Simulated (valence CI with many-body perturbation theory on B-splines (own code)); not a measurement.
## Pb I: electric-dipole lines

Method: valence CI with perturbative core correlation (CI+MBPT): four valence electrons over a frozen Dirac-Fock core [Xe] 4f14 5d10, a basis of 11 s, 11 p, 9 d, 7 f, 5 g, 2 h, 1 i functions for each j, with the one-electron correlation potential Σ1 (screened to all orders), the two-electron term Σ2, the three-electron term Σ3, Breit, model QED; selected single and double excitations, second order for the rest, scaled by the run's own slope (own B-spline code, finite nucleus).

Set against measurement, 21 paired levels are off by 151 cm⁻¹ on average, the worst by 460. These come from a selection out of the NIST Handbook of Basic Atomic Spectroscopic Data. Levels without a partner in it may be off by more.

Lines 51 to 100 of 148 in falling wavelength, among levels below 6.786 eV, chosen from the strongest by gf and those to the six lowest levels. Wavelengths and rates use the calculated energies, so an error of 200 cm⁻¹ moves a line at 1450 nm by 2.9 % and its rate by three times that or more. Electric multipoles are in the length gauge, E1 and E2 with the static RPA response of the core. Weak lines are less certain than strong ones. Lines between different terms over intervals too small for the method are left out, as are lines whose strength nearly cancels and 5 of this kind that miss the measured wavelength by over 7 %. The highest levels of a list are the least certain.

Levels are named by their leading jj configuration (3d3/2^4 stands for four electrons in 3d with j = 3/2), which in mixed levels can hold well under half, so a name can repeat and another be missing.

| λ vac (nm) | λ from measured levels | Upper | Lower | A (s⁻¹) | log gf | Branch % |
| --- | --- | --- | --- | --- | --- | --- |
| 1547 |  | (5f5/2 6s^2 6p1/2) J=3 | (6s^2 6p1/2 6d5/2) J=3 | 6.64e+05 | -0.78 | 3.7 |
| 1546 |  | (5f7/2 6s^2 6p1/2) J=4 | (6s^2 6p1/2 6d5/2) J=3 | 1.65e+07 | 0.73 | 99.9 |
| 1503 |  | (5f5/2 6s^2 6p1/2) J=2 | (6s^2 6p1/2 6d3/2) J=1 | 1.33e+07 | 0.35 | 79.5 |
| 1488 |  | (5f7/2 6s^2 6p1/2) J=3 | (6s^2 6p1/2 6d5/2) J=2 | 1.41e+07 | 0.51 | 82.8 |
| 1486 |  | (5f5/2 6s^2 6p1/2) J=2 | (6s^2 6p1/2 6d5/2) J=2 | 7.77e+05 | -0.89 | 4.6 |
| 1485 |  | (5f5/2 6s^2 6p1/2) J=3 | (6s^2 6p1/2 6d5/2) J=2 | 2.18e+06 | -0.30 | 12.2 |
| 1450 | 1534 | (6s^2 6p3/2 7s) J=1 | (6s^2 6p1/2 7p1/2) J=1 | 1.11e+06 | -0.98 | 0.5 |
| 1381 | 1371 | (6s^2 6p1/2 7d3/2) J=2 | (6s^2 6p1/2 7p3/2) J=2 | 1.85e+06 | -0.58 | 11.5 |
| 1362 |  | (5f7/2 6s^2 6p1/2) J=3 | (6s^2 6p1/2 6d3/2) J=2 | 1.62e+06 | -0.50 | 9.5 |
| 1361 |  | (5f5/2 6s^2 6p1/2) J=2 | (6s^2 6p1/2 6d3/2) J=2 | 1.96e+06 | -0.56 | 11.7 |
| 1360 |  | (5f5/2 6s^2 6p1/2) J=3 | (6s^2 6p1/2 6d3/2) J=2 | 1.49e+07 | 0.46 | 83.5 |
| 1357 | 1346 | (6s^2 6p1/2 7d3/2) J=2 | (6s^2 6p1/2 7p3/2) J=1 | 1.09e+02 | -4.82 | 0.0 |
| 1343 | 1310 | (6s^2 6p1/2 7p1/2) J=1 | (6s^2 6p1/2 7s) J=1 | 9.90e+06 | -0.09 | 65.9 |
| 1343 | 1333 | (6s^2 6p1/2 7d5/2) J=2 | (6s^2 6p1/2 7p3/2) J=2 | 5.51e+05 | -1.13 | 0.9 |
| 1323 | 1315 | (6s^2 6p1/2 7d5/2) J=3 | (6s^2 6p1/2 7p3/2) J=2 | 7.51e+06 | 0.14 | 13.3 |
| 1320 | 1310 | (6s^2 6p1/2 7d5/2) J=2 | (6s^2 6p1/2 7p3/2) J=1 | 7.54e+06 | -0.01 | 12.4 |
| 1305 | 1300 | (6s^2 6p1/2 7d3/2) J=1 | (6s^2 6p1/2 7p3/2) J=2 | 2.28e+05 | -1.76 | 0.2 |
| 1287 | 1256 | (6s^2 6p1/2 7p1/2) J=1 | (6s^2 6p1/2 7s) J=0 | 5.12e+06 | -0.42 | 34.1 |
| 1283 | 1278 | (6s^2 6p1/2 7d3/2) J=1 | (6s^2 6p1/2 7p3/2) J=1 | 9.15e+05 | -1.17 | 0.8 |
| 1243 | 1235 | (6s^2 6p1/2 7d3/2) J=1 | (6s^2 6p1/2 7p1/2) J=0 | 3.33e+06 | -0.64 | 2.8 |
| 1192 |  | (6s^2 6p1/2 9p1/2) J=1 | (6s^2 6p1/2 6d3/2) J=1 | 3.10e+04 | -2.70 | 2.1 |
| 1182 |  | (6s^2 6p1/2 9p1/2) J=1 | (6s^2 6p1/2 6d5/2) J=2 | 3.39e+03 | -3.67 | 0.2 |
| 1165 |  | (6s^2 6p1/2 9s) J=1 | (6s^2 6p1/2 7p3/2) J=2 | 1.42e+06 | -1.06 | 4.9 |
| 1163 |  | (6s^2 6p1/2 9p1/2) J=0 | (6s^2 6p1/2 6d3/2) J=1 | 1.99e+05 | -2.39 | 5.5 |
| 1152 |  | (6s^2 6p1/2 9s) J=0 | (6s^2 6p1/2 7p3/2) J=1 | 1.77e+06 | -1.45 | 8.5 |
| 1147 |  | (6s^2 6p1/2 9s) J=1 | (6s^2 6p1/2 7p3/2) J=1 | 2.65e+05 | -1.80 | 0.9 |
| 1116 | 1097 | (6s^2 6p1/2 7p1/2) J=0 | (6s^2 6p1/2 7s) J=1 | 2.12e+07 | -0.40 | 100.0 |
| 1115 |  | (6s^2 6p1/2 9s) J=1 | (6s^2 6p1/2 7p1/2) J=0 | 3.43e+05 | -1.72 | 1.2 |
| 1101 |  | (6s^2 6p1/2 9p1/2) J=1 | (6s^2 6p1/2 6d3/2) J=2 | 1.17e+05 | -2.19 | 7.8 |
| 1094 | 1089 | (6s^2 6p1/2 7d3/2) J=2 | (6s^2 6p1/2 7p1/2) J=1 | 6.00e+06 | -0.27 | 37.3 |
| 1085 | 1065 | (6s^2 6p1/2 7p3/2) J=1 | (6s^2 6p1/2 7s) J=1 | 8.08e+06 | -0.37 | 31.5 |
| 1070 | 1050 | (6s^2 6p1/2 7p3/2) J=2 | (6s^2 6p1/2 7s) J=1 | 2.45e+07 | 0.32 | 100.0 |
| 1070 | 1065 | (6s^2 6p1/2 7d5/2) J=2 | (6s^2 6p1/2 7p1/2) J=1 | 8.28e+04 | -2.15 | 0.1 |
| 1048 | 1029 | (6s^2 6p1/2 7p3/2) J=1 | (6s^2 6p1/2 7s) J=0 | 1.76e+07 | -0.06 | 68.5 |
| 1045 | 1044 | (6s^2 6p1/2 7d3/2) J=1 | (6s^2 6p1/2 7p1/2) J=1 | 1.03e+06 | -1.30 | 0.9 |
| 956.5 |  | (6s^2 6p1/2 9s) J=0 | (6s^2 6p1/2 7p1/2) J=1 | 1.74e+06 | -1.62 | 8.4 |
| 953.6 |  | (6s^2 6p1/2 9s) J=1 | (6s^2 6p1/2 7p1/2) J=1 | 1.24e+06 | -1.29 | 4.3 |
| 741.8 | 723.1 | (6s^2 6p1/2 7s) J=1 | (6s^2 6p3/2^2) J=2 | 6.64e+05 | -1.78 | 0.4 |
| 637.2 |  | (6s^2 6p1/2 8p1/2) J=1 | (6s^2 6p1/2 7s) J=1 | 1.85e+05 | -2.47 | 4.6 |
| 624.2 |  | (6s^2 6p1/2 8p1/2) J=1 | (6s^2 6p1/2 7s) J=0 | 1.19e+05 | -2.68 | 2.9 |
| 618.0 |  | (6s^2 6p1/2 8p1/2) J=0 | (6s^2 6p1/2 7s) J=1 | 2.35e+06 | -1.87 | 33.3 |
| 613.7 |  | (6s^2 6p1/2 8p3/2) J=1 | (6s^2 6p1/2 7s) J=1 | 1.07e+06 | -1.74 | 13.1 |
| 612.7 |  | (6s^2 6p1/2 8p3/2) J=2 | (6s^2 6p1/2 7s) J=1 | 3.39e+06 | -1.02 | 42.0 |
| 611.4 | 602.4 | (6s^2 6p1/2 6d3/2) J=1 | (6s^2 6p3/2^2) J=0 | 1.01e+04 | -3.77 | 0.0 |
| 601.7 |  | (6s^2 6p1/2 8p3/2) J=1 | (6s^2 6p1/2 7s) J=0 | 2.47e+06 | -1.40 | 30.3 |
| 576.9 |  | (5f5/2 6s^2 6p1/2) J=2 | (6s^2 6p1/2 7s) J=1 | 1.08e+05 | -2.57 | 0.6 |
| 530.7 | 520.3 | (6s^2 6p1/2 8s) J=1 | (6s^2 6p3/2^2) J=0 | 7.79e+05 | -2.01 | 1.4 |
| 524.5 |  | (6s^2 6p1/2 9p1/2) J=1 | (6s^2 6p1/2 7s) J=1 | 1.15e+03 | -4.85 | 0.1 |
| 518.8 |  | (6s^2 6p1/2 9p1/2) J=0 | (6s^2 6p1/2 7s) J=1 | 1.00e+06 | -2.39 | 28.0 |
| 515.6 |  | (6s^2 6p1/2 9p1/2) J=1 | (6s^2 6p1/2 7s) J=0 | 7.31e+03 | -4.06 | 0.5 |

(1) How does gf follow from A for the line at 1115 nm?

## Answers

(1) gf = 1.4992 × (2J+1)_upper × A / σ², with σ = 8967 cm⁻¹ and 2J+1 = 3: gf = 0.0192.
